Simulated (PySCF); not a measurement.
Cl3Si, SMILES Cl[Si](Cl)Cl (connectivity only; charge and spin as stated), charge +1, multiplicity 1.

Coordinates come from a B3LYP-D3(BJ)/def2-SVP optimisation. The multiplicity is an assumed one; other spin states were not compared. The isomer is the one that the SMILES or the coordinates give; other isomers of the formula were not compared.

Calculation: PBE/def2-TZVPD (PySCF).

Gas-phase values at a fixed geometry.

total energy: -1669.26041 hartree
point group: D3h
highest occupied level: -14.02 eV
lowest empty level: -9.23 eV
orbital gap: 4.80 eV
dipole moment about the centre of nuclear charge: 0.00 D
mean static polarisability: 59.8 bohr³ (8.87 Å³)
polarisability, principal values: 41.9, 68.8, 68.8 bohr³
